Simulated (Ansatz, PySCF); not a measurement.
heptafluorocyclopentane (C5H3F7), SMILES FC1(F)C(CC(C1(F)F)F)(F)F.

The structure is a stationary point at PBE0-D3(BJ)/def2-SVP. The values are those of a single conformer.

Vertical ionisation energy (IE) and electron affinity (EA) in eV. Rows of orbital energies are one-electron estimates. Where ΔSCF, EOM or ADC give a negative EA the extra electron is unbound and the value depends on the basis.

```csv
level,IE,EA
"−ε(HOMO), −ε(LUMO), M06-2X/def2-SVP (PySCF)",10.91,-1.41
"−ε(HOMO), −ε(LUMO), PBE/def2-SVP (PySCF)",7.41,0.56
"ΔSCF, PBE0/def2-SVPD (Ansatz), final states of multiplicity 2 and 2",11.67,-1.37
"ΔSCF, PBE/def2-SVPD (Ansatz), final states of multiplicity 2 and 2",10.82,-1.13
```

### Question
What vertical singlet–triplet gap does ΔSCF give with PBE0/def2-SVPD (Ansatz, a first-principles code) and with PBE/def2-SVPD (Ansatz)? (The exact figures need the calculation; the answer reports its results.)

### Answer
7.63 and 6.64 eV (triplet above singlet where positive).
